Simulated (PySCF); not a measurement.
A structure optimised at PBE-D3(BJ)/def2-SVP, used in a PySCF frequency run:

```
Ta
F 1 1.8951
O 1 1.9021 2 110.89
H 3 0.9727 1 132.84 2 -117.97
O 1 1.9021 2 110.89 3 120.71
H 5 0.9727 1 132.84 2 117.97
S 1 2.1837 2 109.17 5 119.65
```
Charge 0, spin multiplicity 1.

### Question
Write its SMILES, formula and point group.

### Answer
[OH][Ta]([OH])([F])=[S], FH2O2STa, Cs

### Question
What are its rotational constants (standard atomic weights)?

### Answer
2.8243, 1.9933, 1.9536 GHz
